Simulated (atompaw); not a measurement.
# V PAW (atompaw): all-electron and pseudo phase curves

| Item | Value |
| --- | --- |
| Element | V (Z = 23) |
| Generator | atompaw 4.2.0.5 |
| Type | PAW |
| Functional | LDA (PW92) |
| Relativity | scalar-relativistic |
| Frozen core | [Ne] 3s2 |
| Valence charge | 11 |
| Reference configuration | 3p6 3d3 4s2 4p0 |
| Partial waves | 4s (bound): rc 3.00 bohr; 4s channel at 0.05 Ry: rc 3.00 bohr; 3p (bound): rc 1.25 bohr; 4p (bound, empty): rc 1.85 bohr; 3d (bound): rc 2.50 bohr; 3d channel at 3.55 Ry: rc 2.50 bohr |
| Local potential | bessel scheme, radius 2.35 bohr |
| Core correction | smooth core density matched at 1.80 bohr |
| Augmentation charge | sinc compensation charge, radius 2.55 bohr; PAW radius 3.00 bohr; waves and projectors: custom polynom vanderbiltortho |

The phase is arctan(r·u′/u) with u = r·R(r), unwrapped; energies in Ry, scanned from -5 to 5 Ry. A pole is an energy at which the radial function vanishes at the test radius. The pseudo phase is shifted by a multiple of π to meet the all-electron one at the reference energy, and phase errors are pseudo minus all-electron; the curves can meet again beyond the range given. Levels narrower than the energy grid can be missing from the lists of poles.

```json
{"channel": "s", "radius (bohr)": "3.01", "reference energy (Ry)": "-0.36", "poles, all-electron": "1.00", "poles, pseudo": "1.00, 3.57", "unbroken range about the reference energy with phases within 0.05 rad": "below 2.5", "phase error 1 Ry above the reference energy (rad)": "-0.000"}
{"channel": "p", "radius (bohr)": "3.01", "reference energy (Ry)": "-0.11", "poles, all-electron": "-3.20, 1.77", "poles, pseudo": "-3.20, 1.81", "unbroken range about the reference energy with phases within 0.05 rad": "below 3.5", "phase error 1 Ry above the reference energy (rad)": "+0.003"}
{"channel": "d", "radius (bohr)": "3.01", "reference energy (Ry)": "-0.40", "poles, all-electron": "-0.28, 3.10", "poles, pseudo": "-0.28, 3.10", "unbroken range about the reference energy with phases within 0.05 rad": "the whole range", "phase error 1 Ry above the reference energy (rad)": "-0.003"}
```

Phases in the d channel:

```
E (Ry)  all-electron  pseudo
 -5.00         1.423   1.423
 -4.52         1.415   1.416
 -4.04         1.407   1.407
 -3.56         1.396   1.396
 -3.08         1.383   1.383
 -2.60         1.366   1.366
 -2.12         1.343   1.344
 -1.64         1.310   1.311
 -1.16         1.251   1.252
 -0.68         1.044   1.045
 -0.20        -1.675  -1.675
  0.28        -1.936  -1.937
  0.76        -2.263  -2.270
  1.24        -3.364  -3.392
  1.72        -4.284  -4.293
  2.20        -4.538  -4.541
  2.68        -4.649  -4.650
  3.16        -4.720  -4.720
  3.64        -4.778  -4.778
  4.12        -4.841  -4.841
  4.60        -4.930  -4.936
```
